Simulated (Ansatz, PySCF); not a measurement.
H₅InO₃Si, SMILES [OH][In]([OH])[O][SiH3]. Atoms are numbered in the order given.

```xyz
10

In     0.1014     0.6208     0.2775
O      1.6454     1.8691     0.2606
H      1.4738     2.6680     0.7725
O     -1.6500     0.8576     1.1943
H     -1.7109     1.6912     1.6748
O      0.3422    -1.0539    -0.7422
Si    -0.5541    -2.4016    -1.0756
H     -0.9328    -3.1387     0.1730
H      0.2562    -3.3152    -1.9361
H     -1.8178    -2.0605    -1.8054
```
Charge 0, spin multiplicity 1.

Coordinates come from a PBE0-D3(BJ)/def2-SVP optimisation. The structure was generated by enumeration; whether it is a known compound was not checked. The def2 effective core potentials stand for the cores of In; spin–orbit coupling is left out. The values are those of a single conformer.

Two levels are set side by side: PBE-D3(BJ)/def2-SVP (Ansatz, a quantum-chemistry and plane-wave program) and PBE0-D3(BJ)/def2-SVP (Ansatz). Each level has its own optimised geometry; the coordinates shown are those of the second. Frequencies come from the Hessian of PySCF at each geometry. Differences are taken from unrounded values.

```json
[
 {"quantity": "mean bond length (Å)", "PBE0-D3(BJ)": "1.558"},
 {"quantity": "bond In1–O2 (Å)", "PBE0-D3(BJ)": "1.986"},
 {"quantity": "bond In1–O4 (Å)", "PBE0-D3(BJ)": "1.991"},
 {"quantity": "bond In1–O6 (Å)", "PBE0-D3(BJ)": "1.975"},
 {"quantity": "bond O6–Si7 (Å)", "PBE0-D3(BJ)": "1.653"},
 {"quantity": "bond O2–H3 (Å)", "PBE0-D3(BJ)": "0.964"},
 {"quantity": "bond O4–H5 (Å)", "PBE0-D3(BJ)": "0.964"},
 {"quantity": "bond Si7–H8 (Å)", "PBE0-D3(BJ)": "1.499"},
 {"quantity": "bond Si7–H9 (Å)", "PBE0-D3(BJ)": "1.494"},
 {"quantity": "bond Si7–H10 (Å)", "PBE0-D3(BJ)": "1.499"},
 {"quantity": "highest harmonic wavenumber (cm⁻¹)", "PBE0-D3(BJ)": "3895"},
 {"quantity": "mean harmonic wavenumber (cm⁻¹)", "PBE0-D3(BJ)": "1004"},
 {"quantity": "zero-point energy (kcal/mol)", "PBE0-D3(BJ)": "34.44"}
]
```

Question: What does PBE-D3(BJ) give, and how far is it from PBE0-D3(BJ)? (The exact figures need the calculation; the answer reports its results.)

Answer: 
```csv
quantity,PBE-D3(BJ),PBE-D3(BJ) minus PBE0-D3(BJ)
mean bond length (Å),1.577,0.019
bond In1–O2 (Å),2.015,0.029
bond In1–O4 (Å),2.021,0.030
bond In1–O6 (Å),2.006,0.031
bond O6–Si7 (Å),1.674,0.021
bond O2–H3 (Å),0.978,0.013
bond O4–H5 (Å),0.978,0.014
bond Si7–H8 (Å),1.510,0.011
bond Si7–H9 (Å),1.505,0.011
bond Si7–H10 (Å),1.510,0.011
highest harmonic wavenumber (cm⁻¹),3701,-194
mean harmonic wavenumber (cm⁻¹),963,-41
zero-point energy (kcal/mol),33.05,-1.39
```

GGA bonds tend to be longer and softer than those of functionals with exact exchange. Differences between two approximate levels are no errors against the true value.
